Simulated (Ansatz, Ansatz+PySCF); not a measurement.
```yaml
atoms:
  - { symbol: C, position_ang: [0.0000, 0.0000, -1.0298] }
  - { symbol: Cl, position_ang: [0.0000, 0.0000, 0.6035] }
  - { symbol: H, position_ang: [0.0000, -0.9537, -1.3603] }
  - { symbol: H, position_ang: [-0.8259, 0.4768, -1.3603] }
  - { symbol: H, position_ang: [0.8259, 0.4768, -1.3603] }
```

Basis set: def2-SVP (spherical functions). Correlated methods keep 6 orbitals frozen. Charge 0, multiplicity 1.

Computed with Ansatz (development build ahead of 0.2.0); each method stands on the lowest determinant of its kind that the runs found. Restricted open shells among the atoms or ions are ROHF, correlated in semicanonical orbitals with singles.

The atomization energy at this shape (free ground-state atoms in the same class of orbitals less the molecule, no zero-point energy) of singlet CH3Cl:

| method | atomization energy |
| --- | --- |
| RHF-CCSD(T) | 1483.1 kJ/mol |
| RHF-MP2 | 1490.1 kJ/mol |
| UHF | 1169.6 kJ/mol |

**Question.** What does RHF give?

**Answer.** 1190.5 kJ/mol. Caution: the shape is not the minimum.
